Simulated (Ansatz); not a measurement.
Stepwise reaction of `[OH][Ga]([F])[F]` with hydrogen sulfide, as a gas-phase model of exchange steps in deposition or etching. ΔE in kJ/mol.

Gas-phase electronic energies from Ansatz, PBE0-D4/def2-TZVP geometries. CCSD(T)/CBS adds triple-zeta CCSD(T) − MP2 to the extrapolated MP2 energy (def2 sets, frozen cores). This one scheme is used for every species. DFT in def2-TZVPP. B3LYP here is the variant with VWN-RPA as its local correlation; programs differ in this. For Ga outer-core shells are correlated without core-valence functions, which leaves a few kJ/mol of doubt a bond. Scalar relativity is left out up to krypton. Each species was taken in one conformer, which may not be the lowest.

```tsv
step	reaction	PBE-D4	B3LYP-D4	ωB97M-V	CCSD(T)/CBS
2	`[OH][Ga]([F])[SH]` + H₂S → `[OH][Ga]([SH])[SH]` + H–F	-7.1	-0.2	0.4	-9.0
```

Question: Give the row of step 1, `[OH][Ga]([F])[F]` + H₂S → `[OH][Ga]([F])[SH]` + H–F. (An estimate is asked.)

Answer: The calculation gave: 
```json
{"step": "1", "reaction": "`[OH][Ga]([F])[F]` + H₂S → `[OH][Ga]([F])[SH]` + H–F", "PBE-D4": "-23.4", "B3LYP-D4": "-16.9", "ωB97M-V": "-16.6", "CCSD(T)/CBS": "-24.1"}
```

Question: By hand: ΔE of the 2 steps together at CCSD(T)/CBS.

Answer: (-24.1) + (-9.0) = -33.1 kJ/mol, or -16.6 kJ/mol a step.

In ΔE each step is higher than the one before. All are downhill at CCSD(T)/CBS. PBE-D4 differs from CCSD(T)/CBS by 0.7 to 1.9 kJ/mol a step. Isolated molecules leave out the surface, adducts and barriers. Largest T1 diagnostic: 0.015.
